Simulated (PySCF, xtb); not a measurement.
NbF4, SMILES [F][Nb+]([F])([F])[F], charge +1, multiplicity 1.

GFN2-xTB (xtb 6.7.1) at its own geometry gives an orbital gap of 4.70 eV.

Geometry optimised at B3LYP-D3(BJ)/def2-SVP. The multiplicity is an assumed one; other spin states were not compared. The isomer is the one that the SMILES or the coordinates give; other isomers of the formula were not compared. The def2 effective core potentials stand for the cores of Nb; spin–orbit coupling is left out.

### Question
What does M06-2X/def2-TZVPD in PySCF give? (Estimate from the structure and the level; the computed values follow.)

### Answer
gap 12.65 eV (levels -21.81 and -9.16 eV).
